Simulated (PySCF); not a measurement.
Delta-SCF ions had no search for a lower state. Excitations are Tamm–Dancoff values on a coarser integration grid. The basis has no diffuse functions, so Rydberg states are missing or too high.

## C₂H₄OSi, SMILES `C#CO[SiH3]` (charge 0, multiplicity 1)

Computed with ωB97X-D3(BJ)/def2-TZVP // B3LYP-D3(BJ)/def2-TZVP (PySCF).

The HOMO is -9.75 eV. The dipole moment is 1.65 D. The LUMO is 1.63 eV and the HOMO–LUMO gap is 11.38 eV. The S1 excitation (TDA) is 6.66 eV and the S1 oscillator strength is 0.007. The T1 excitation (TDA) is 5.96 eV and the S1–T1 gap (TDA) is 0.70 eV. The vertical ionisation energy (Delta-SCF) is 9.82 eV and the total energy is -443.4119 Ha. The cost is about 100 core-seconds (a rough figure).

Bond lengths (Å): C1–C2 1.199, C1–H5 1.060, C2–O3 1.296, O3–Si4 1.685, Si4–H6 1.472, Si4–H7 1.476, Si4–H8 1.476. Angles (°): C2–C1–H5 179.5, C1–C2–O3 178.9, C2–O3–Si4 123.6, O3–Si4–H6 104.1, O3–Si4–H7 109.1, O3–Si4–H8 109.1, H6–Si4–H7 111.8, H6–Si4–H8 111.8, H7–Si4–H8 110.5.
Charge 0, spin multiplicity 1.
